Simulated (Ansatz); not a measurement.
C$_{4}$H$_{12}$ClGaN$_{2}$ (`C[N](C)[Ga]([Cl])[N](C)C`), 20 atoms. Charge 0, multiplicity 1. Correlated methods include outer-core shells of Ga, which these sets cover unevenly. Scalar relativity is left out up to krypton. Hardware: A = 4 threads of an AMD EPYC 7R13 on a shared host and a share of an NVIDIA H100 80 GB; B = 4 threads of an AMD EPYC 7R13 on a shared host. Correlated methods freeze the cores.

Task: How many basis functions does each run have, and how long does it take in Ansatz? RHF-CCSD(T)/def2-TZVPP energy [A]; RKS ωB97X-V/def2-TZVPP energy [A]; RKS ωB97M-V/def2-QZVPP energy [A]; RKS r2SCAN0-D4/def2-TZVPP energy [A]; RKS revPBE-D4/def2-TZVPP energy [A]; direct RPA on PBE orbitals/def2-TZVPP energy [A]; RKS PBE0-D4/def2-TZVPP energy [A]; RHF-MP2/def2-QZVPP energy [A]; RHF-CCSD(T)/def2-SVP energy [A]; RKS ωB97M-V/def2-SVP energy [B]; RKS PBE0-D4/def2-TZVP relaxation (7 steps) [A]; RKS PBE0-D4/def2-QZVPP energy [A]. (An estimate is asked.)

Result: The calculation gave: Other jobs shared the machine, so times are rough.

| level | job | functions | wall time | peak host memory (GiB) |
| --- | --- | --- | --- | --- |
| RHF-CCSD(T)/def2-SVP | energy [A] | 194 | 3.4 s | 0.9 |
| RKS r2SCAN0-D4/def2-TZVPP | energy [A] | 444 | 3.8 s | 1 |
| RKS PBE0-D4/def2-QZVPP | energy [A] | 861 | 4 s | 1.4 |
| RKS PBE0-D4/def2-TZVPP | energy [A] | 444 | 4.1 s | 0.97 |
| RKS revPBE-D4/def2-TZVPP | energy [A] | 444 | 4.1 s | 0.97 |
| direct RPA on PBE orbitals/def2-TZVPP | energy [A] | 444 | 4.7 s | 2.1 |
| RKS ωB97X-V/def2-TZVPP | energy [A] | 444 | 4.7 s | 1.1 |
| RKS ωB97M-V/def2-QZVPP | energy [A] | 861 | 6.5 s | 1.6 |
| RHF-MP2/def2-QZVPP | energy [A] | 861 | 15 s | 1.6 |
| RKS ωB97M-V/def2-SVP | energy [B] | 194 | 18 s | 1.2 |
| RKS PBE0-D4/def2-TZVP | relaxation (7 steps) [A] | 343 | 26 s | 1.1 |
| RHF-CCSD(T)/def2-TZVPP | energy [A] | 444 | 42 s | 0.94 |
